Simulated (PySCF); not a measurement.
A TDDFT job was run through a driver script with this input:

```
{"job": {"kind": "uv", "xc": "PBE0", "basis": "def2-SVPD", "ip": true, "dynamic": false}, "charge": 0, "multiplicity": 1}
B      2.919577    -0.480074    -1.273147
Ge     1.357914    -0.175713     0.026803
C      0.057167    -1.664271    -0.027813
C     -1.243940    -1.255811     0.662031
C     -1.905907    -0.007951     0.075916
C     -1.122899     1.291213     0.269331
C      0.206932     1.346161    -0.481805
H      4.062958    -0.635433    -0.914560
H      2.695610    -0.524714    -2.461801
H      1.785209     0.018305     1.503839
H     -0.131160    -1.908061    -1.087054
H      0.487290    -2.565054     0.436411
H     -1.054477    -1.085811     1.737375
H     -1.961547    -2.093965     0.614615
H     -2.085695    -0.166285    -1.003637
H     -2.902173     0.109864     0.532965
H     -1.757361     2.137936    -0.046890
H     -0.943885     1.440102     1.349813
H      0.035162     1.281186    -1.570040
H      0.726773     2.298965    -0.298033
```

Output:

```
coarse grid: 70632 points
cycle   1  E = -2299.1727131373  dE = -2.502e-01  |g| = 5.236e-01  |ddm| = 5.826e+00
cycle   2  E = -2299.1326214737  dE =  4.009e-02  |g| = 6.663e-01  |ddm| = 1.432e+00
cycle   3  E = -2299.2286865632  dE = -9.607e-02  |g| = 6.948e-02  |ddm| = 8.308e-01
cycle   4  E = -2299.2299327908  dE = -1.246e-03  |g| = 2.649e-02  |ddm| = 1.597e-01
cycle   5  E = -2299.2300698132  dE = -1.370e-04  |g| = 5.327e-03  |ddm| = 4.524e-02
cycle   6  E = -2299.2300760330  dE = -6.220e-06  |g| = 8.413e-04  |ddm| = 1.368e-02
final grid: 150128 points
cycle   7  E = -2299.2300708528  dE = -2.814e-07  |g| = 8.023e-04  |ddm| = 1.593e-02
cycle   8  E = -2299.2300708127  dE =  4.006e-08  |g| = 9.060e-04  |ddm| = 3.370e-03
cycle   9  E = -2299.2300710561  dE = -2.434e-07  |g| = 1.246e-04  |ddm| = 1.592e-03
cycle  10  E = -2299.2300710606  dE = -4.487e-09  |g| = 1.139e-05  |ddm| = 2.171e-04
cycle  11  E = -2299.2300710606  dE = -2.365e-11  |g| = 7.096e-06  |ddm| = 3.812e-05
converged SCF energy = -2299.2300710606

Static polarisability (au): isotropic 105.801, principal 91.262 98.861 127.279

Singlet excitations
state   eV       nm        f      main configurations
  1   3.8049    325.9   0.00831   H-1->L 0.91
  2   4.3538    284.8   0.09127   H->L 0.98
  3   4.7538    260.8   0.01238   H-2->L 0.88
  4   5.6518    219.4   0.00156   H-6->L 0.61, H-3->L 0.28
  5   6.1036    203.1   0.00071   H-3->L 0.69, H-6->L 0.23
  6   6.2697    197.8   0.00167   H-4->L 0.87, H-6->L 0.10
  7   6.3759    194.5   0.00073   H-5->L 0.99
  8   6.9772    177.7   0.01586   H-7->L 0.96
  9   7.1180    174.2   0.00106   H->L+1 0.96
 10   7.2800    170.3   0.00215   H-1->L+1 0.91

Triplet excitations (Tamm-Dancoff, eV): 2.9930 3.8761 4.3959 5.0998
Vertical ionisation energy (delta-SCF) = 9.2256 eV
Vertical electron affinity (delta-SCF) = 0.6161 eV
```

Method: TDDFT PBE0/def2-SVPD, vertical, gas phase, core orbitals frozen in the response in PySCF. Geometry: PBE0-D3(BJ)/def2-SVP, one conformer, isolated molecule. The PBE0/def2-SVPD calculation is non-relativistic and has no spin–orbit coupling, an omission that weighs most on germanium.

Question: What is the total energy of state 9 at this geometry?

Answer: -2299.23007 + 0.26158 = -2298.96849 hartree.

Question: What is the polarisability anisotropy, √(½[(α1 − α2)² + (α2 − α3)² + (α3 − α1)²])?

Answer: 32.88 au.

Question: What transition dipole goes with state 2?

Answer: |μ|² = 3f / (2ΔE) = 3 × 0.0913 / (2 × 0.1600) = 0.856 au, so |μ| = 2.35 D.

Question: Which orbital energies lie behind H and L?

Answer: HOMO -7.48 eV and LUMO -2.25 eV, a gap of 5.24 eV; state 1 differs from that by -1.43 eV.

Question: What share of the summed oscillator strength falls to the strongest level in this window?

Answer: State 2 at 285 nm: 0.0913 of 0.1357, or 67%.

Question: Which species is it?

Answer: `[BH2][GeH]1[CH2]CCC[CH2]1` (C5H13BGe).

The SCF starts on a coarse grid; the energy jumps when the final grid takes over, and dE counts afresh there. H and L stand for HOMO and LUMO.

The run took 13 min on one thread of an Intel Xeon at 2.70 GHz, shared host with 64 logical CPUs at a one-minute load of 63, and the process peaked at 1.1 GiB of memory.
